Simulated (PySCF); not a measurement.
Bonds (- single, = double, # triple, : aromatic): C1=C2 1.331 Å, C2-O3 1.357 Å, O3-C4 1.398 Å, C4-O5 1.384 Å, O5-Si6 1.682 Å. C1 carries H7, H8; C2 carries H9; C4 carries H10, H11; Si6 carries H12, H13, H14. H8 is cis to O3; H7 is trans to O3.

Geometry: PBE0-D3(BJ)/def2-SVP; GIAO shifts from PySCF 2.14, gas phase, non-relativistic, averaged over equivalent atoms.

At PBE0/6-31G (74 basis functions, 7.1 s wall time on 1 thread of an Arm Neoverse V1, shared host):
```json
{"atoms": "C2", "δ (ppm)": "146.1"}
{"atoms": "C1", "δ (ppm)": "93.5"}
{"atoms": "C4", "δ (ppm)": "89.8"}
{"atoms": "O3", "δ (ppm)": "138.9"}
{"atoms": "O5", "δ (ppm)": "29.9"}
{"atoms": "Si6", "δ (ppm)": "1.4"}
{"atoms": "H9", "δ (ppm)": "6.66"}
{"atoms": "H10/H11", "δ (ppm)": "5.27"}
{"atoms": "H8", "δ (ppm)": "5.03"}
{"atoms": "H12/H13/H14", "δ (ppm)": "4.99"}
{"atoms": "H7", "δ (ppm)": "4.61"}
```

Referencing at the same level of theory: 13C (σ = 199.54 ppm), 29Si (σ = 444.75 ppm), 1H (σ = 32.61 ppm) vs TMS; H2O for 17O (σ = 318.49 ppm).

Estimate the result of repeating the calculation with KT2/pcSseg-1.

Results:


```tsv
atoms	δ at KT2/pcSseg-1	change
C2	149.6	+3.5
C1	87.8	-5.7
C4	96.3	+6.5
O3	183.6	+44.7
O5	75.8	+45.9
Si6	-28.7	-30.1
H9	6.25	-0.41
H10/H11	5.08	-0.19
H8	4.65	-0.38
H12/H13/H14	4.93	-0.06
H7	4.16	-0.45
```

Chemical shifts δ = σref − σ; 13C (183.22 ppm) and 29Si (361.05 ppm) and 1H (31.18 ppm) vs TMS; H2O for 17O (330.66 ppm), all at this level.

The largest change is at O5 (oxygen bonded to C, Si). Cost: 149 basis functions, 21 s wall time on 1 thread of an Arm Neoverse V1, shared host. The order of the carbon signals changes between the two levels.

Experimental scales use liquid or dissolved standards, which lie at an offset from isolated H2O (liquid H2O: subtract about 36 ppm).
